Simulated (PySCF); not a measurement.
**[Pr(H2O)4]3+ at several levels of theory**

Computed with PySCF 2.14.0 (density fitting, no spin-orbit coupling) at the geometry relaxed with PBE:

```xyz
13
[Pr(H2O)4]3+ (singlet in the valence; each metal's 4f electrons, 2 of them, lie in its core potential, out of spins and levels)
Pr   -0.0001    0.0000    0.0000
O     1.4311    1.3886    1.3267
H     2.2374    1.1261    1.8447
H     1.3737    2.3682    1.4826
O    -1.4317   -1.3264    1.3886
H    -1.3734   -1.4830    2.3684
H    -2.2371   -1.8452    1.1262
O     1.4311   -1.3886   -1.3267
H     1.3737   -2.3682   -1.4826
H     2.2374   -1.1261   -1.8447
O    -1.4317    1.3264   -1.3886
H    -2.2371    1.8452   -1.1262
H    -1.3734    1.4830   -2.3684
```

| level | basis | state | HOMO (eV) | gap (eV) | charge on Pr1 (e) | population of f-type functions on Pr1 (polarisation alone where 4f lies in the core) | dipole about the centre of mass (D) | largest force component (eV/Å) |
| --- | --- | --- | --- | --- | --- | --- | --- | --- |
| PBE | Pr lcecp-1-SVP with ECP48, O def2-SVP, H def2-SVP | singlet | -21.93 | 5.89 | 1.67 | 0.06 | 0.01 | 0.02 |
| CAM-B3LYP | the same | singlet | -25.31 | 11.31 | 1.82 | 0.06 | 0.01 | 0.37 |
| r2SCAN | the same | singlet | -22.38 | 6.61 | 1.82 | 0.06 | 0.01 | 0.38 |
| TPSSh | the same | singlet | -22.77 | 7.29 | 1.81 | 0.06 | 0.01 | 0.25 |
| PBE | Pr lcecp-1-TZVP with ECP48, O def2-TZVP, H def2-TZVP | singlet | -22.01 | 6.00 | 2.05 | 0.08 | 0.01 | 0.22 |

In the lcecp rows the 4f levels are missing from HOMO and gap, and the state counts the valence alone.

Charges are Mulliken's, which hang on the basis. The relaxation used the grid (50, 194), these runs (75, 302) or, all-electron (x2c bases, spin-free X2C Hamiltonian), (99, 590).

(1) What does M06-L with Pr lcecp-1-SVP with ECP48, O def2-SVP, H def2-SVP give here?

An lcecp potential fixes the number of 4f electrons, so in runs with it no electron can move into or out of that shell.

Results:

(1) state singlet, HOMO (eV) -22.35, gap (eV) 6.78, charge on Pr1 (e) 1.94, population of f-type functions on Pr1 (polarisation alone where 4f lies in the core) 0.05, dipole about the centre of mass (D) 0.01, largest force component (eV/Å) 0.51. Time: 16 s on 2 threads of Arm Neoverse V1, on a shared host, from an already converged density.
